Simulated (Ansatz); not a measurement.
**Worked example: a bond strength in InCNClF (SMILES N#[C][In]([F])[Cl])**

The species is InCNClF (5 atoms), meant as a singlet with charge 0. SMILES: `N#[C][In]([F])[Cl]`. Geometry: optimised at r2SCAN/def2-SVP.

```xyz
5

N    -1.4038    1.4720    1.6598
C    -0.7855    0.7990    0.9363
In    0.3296   -0.4073   -0.3709
F     0.4419   -2.3179   -0.0410
Cl    1.4677    0.3806   -2.2257
```

Wanted: the dissociation energy of the Cl5–In3 bond into doublet Cl and doublet InCNF (shapes relaxed at r2SCAN/def2-SVP, no zero-point term). 1 Eh = 2625.50 kJ/mol = 27.2114 eV. Totals in Eh; open shells run unrestricted unless said.

| level | program | InCNClF | doublet Cl | doublet InCNF |
| --- | --- | --- | --- | --- |
| PBE/def2-SVP (core potential) | Ansatz | -842.396667 | -459.797020 | -382.461217 |
| B2PLYP/def2-SVP (core potential), 12 core orbitals frozen in the whole | Ansatz | -842.211583 | -459.846821 | -382.229350 |
| CCSD(T)/def2-SVP (core potential), 12 core orbitals frozen in the whole | Ansatz | -840.944635 | -459.445994 | -381.363826 |

Problem. Work out the dissociation energy at each level.

Solution. 
1. PBE/def2-SVP (core potential): (-459.797020) + (-382.461217) − (-842.396667) = 0.138430 Eh = 363.4 kJ/mol = 3.77 eV.
2. B2PLYP/def2-SVP (core potential): (-459.846821) + (-382.229350) − (-842.211583) = 0.135412 Eh = 355.5 kJ/mol = 3.68 eV.
3. CCSD(T)/def2-SVP (core potential): (-459.445994) + (-381.363826) − (-840.944635) = 0.134815 Eh = 354.0 kJ/mol = 3.67 eV.

The levels span 354 to 363 kJ/mol; no measured value is set beside them. A bond enthalpy at 298 K also holds the loss of zero-point energy and thermal terms.
